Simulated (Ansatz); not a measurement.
Molecule: ZnH (charge +1, singlet). SMILES: [ZnH+]
Geometry from a B3LYP-D3(BJ)/def2-TZVP (Ansatz, a program for electronic structure) optimisation:
```xyz
2

Zn     0.0000     0.0000    -0.0496
H      0.0000     0.0000     1.4885
```
Charge +1, spin multiplicity 1.

Property: vertical ionisation energy to the doublet, in eV. Set-up: LANL2DZ with its own core potentials from Na on; no spin-orbit coupling; 6-31G* and kin with 6d, 5d where marked; each state is the SCF solution reached for its charge and spin; non-relativistic; open shells spin-unrestricted. First-principles rows: single points at B3LYP-D3(BJ) geometries (Ansatz). The spin state of an ion or metal species was assumed, not searched.

| level | program | vertical ionisation energy to the doublet (eV) |
|---|---|---|
| B3LYP/STO-3G | Ansatz | 14.40 |
| B3LYP/3-21G | Ansatz | 19.13 |
| B3LYP/6-31G* | Ansatz | 19.53 |
| B3LYP/6-31G* with LANL2DZ past Ar | Ansatz | 19.31 |
| B3LYP/def2-TZVPD | Ansatz | 19.83 |

No value to compare with is used here. The 4 habitual levels span 14.40 (B3LYP/STO-3G) to 19.53 eV (B3LYP/6-31G*); B3LYP/def2-TZVPD gives 19.83.

The sets are all those run for this method; runs whose electronic state is in doubt are left out.
